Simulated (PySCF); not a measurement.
# Worked example: oscillator strength and radiative lifetime

CH3BrOTe, SMILES CO[Te]Br.

The structure is a stationary point at B3LYP-D3(BJ)/def2-SVP. This is a generated structure with no PubChem entry under its InChIKey; it may be hypothetical. The def2 effective core potentials stand for the cores of Te; spin–orbit coupling is left out. One conformer was computed; it need not be the lowest.

TDA-CAM-B3LYP/def2-SVPD run with PySCF 2.14.0 puts the first singlet state with f over 0.02 at 5.16 eV (vertical), with the transition dipole (-0.273, 0.419, -0.143) in atomic units.

**Question.** Find the oscillator strength, the wavelength and the radiative lifetime that this transition would have in vacuum if emission retraced absorption.

**Answer.** 
|μ|² = 0.2705 au, so |μ| = 1.32 D. ΔE = 5.16/27.211 = 0.1896 hartree. f = (2/3) ΔE |μ|² = 0.034 (the program prints 0.034).
λ = 1239.84/5.16 = 240 nm; ν = 41618 cm⁻¹.
Einstein's coefficient A = 0.6670 ν² f s⁻¹ (ν in cm⁻¹) = 4.0e7 s⁻¹, so τ = 1/A = 25 ns. This state is S6; the lower singlets have f = 0.001, 0.001, 0.005, 0.008, 0.002. The figure is the radiative limit of this one transition; relaxation, internal conversion, crossing to triplets and a medium change what is measured.
